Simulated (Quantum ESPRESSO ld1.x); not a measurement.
Problem. The holmium ion Ho3+, configuration [Kr] 4d10 4f10 5s2 5p5.75 6p0.25 (fractional occupations, a model configuration). Method: Dirac Kohn-Sham, exchange-only B88, spin-unpolarised, spherical densities, point nucleus; open shells fill j = l - 1/2 first; computed with ld1.x of Quantum ESPRESSO 7.5.

Spin-orbit splittings of the eigenvalues, e(l+1/2) - e(l-1/2), with zeta = 2 splitting/(2l+1) and mean radii in bohr:

| shell | occ. | splitting (eV) | zeta (eV) | <r> j=l-1/2 | <r> j=l+1/2 |
|---|---|---|---|---|---|
| 2p | 6 | 857.3 | 571.5 | 0.07290 | 0.08006 |
| 3p | 6 | 179.0 | 119.3 | 0.2191 | 0.2327 |
| 3d | 10 | 39.11 | 15.64 | 0.2054 | 0.2096 |
| 4p | 6 | 40.29 | 26.86 | 0.5280 | 0.5589 |
| 4d | 10 | 7.328 | 2.931 | 0.5885 | 0.5994 |
| 4f | 10 | 1.048 | 0.2996 | 0.7790 | 0.7912 |
| 5p | 5.75 | ? | ? | 1.390 | 1.482 |
| 6p | 0.25 | 0.8976 | 0.5984 | 3.500 | 3.670 |

Estimate the 5p splitting.

Solution. 5.553 eV (zeta = 3.702 eV).
